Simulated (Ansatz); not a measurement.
Consider the substitution at a C–O bond: `[BH2][GaH][O]CC` + `C[NH][GaH][CH3]` → `CC[N](C)[GaH][CH3]` + `[BH2][GaH][OH]`.

Calculated with Ansatz (gas phase, PBE0-D4/def2-TZVP geometries, no zero-point term in ΔE). CCSD(T)/CBS is the MP2 limit (def2-TZVPP, def2-QZVPP) plus CCSD(T) − MP2 in def2-TZVPP, frozen cores. Functionals use def2-TZVPP. B3LYP here is the variant with VWN-RPA as its local correlation; programs differ in this. For Ga outer-core shells are correlated without core-valence functions, which leaves a few kJ/mol of doubt a bond. Scalar relativity is left out up to krypton. One conformer a species, not always the lowest.

```tsv
level	ΔE (kJ/mol)	difference from CCSD(T)/CBS
PBE-D4	-21.1	1.7
r2SCAN-D4	-19.1	3.7
PBE0-D4	-20.2	2.6
B3LYP-D4	-16.6	6.2
ωB97X-V	-16.8	6.0
ωB97M-V	-18.8	4.0
B2PLYP	-15.4	7.4
PBE	-16.1	6.7
r2SCAN	-17.5	5.3
PBE0	-15.7	7.1
B3LYP	-8.9	13.9
HF/def2-TZVPP	-1.5	21.3
MP2/def2-TZVPP	-28.3	-5.5
SCS-MP2/def2-TZVPP	-22.4	0.4
CCSD/def2-TZVPP	-19.8	3.0
CCSD(T)/def2-TZVPP	-22.7	0.1
HF/def2-QZVPP	-1.5	21.3
MP2/def2-QZVPP	-28.4	-5.6
SCS-MP2/def2-QZVPP	-22.5	0.3
HF/CBS(def2)	-1.5	21.3
MP2/CBS(def2)	-28.4	-5.6
CCSD/CBS(def2)	-20.0	2.8
CCSD(T)/CBS	-22.8	0
```

Largest T1 diagnostic among the species: 0.015.

In def2-TZVPP, CCSD(T) changes the Hartree–Fock value by −21.2 kJ/mol (the triples alone add −2.8 kJ/mol) and MP2 by −26.9 kJ/mol. The D4 term adds −7.7 kJ/mol with B3LYP and −4.5 kJ/mol with PBE0; it sums over pairs of atoms, weighted by their polarisabilities, and B3LYP, whose exchange is more repulsive, gets the larger term.
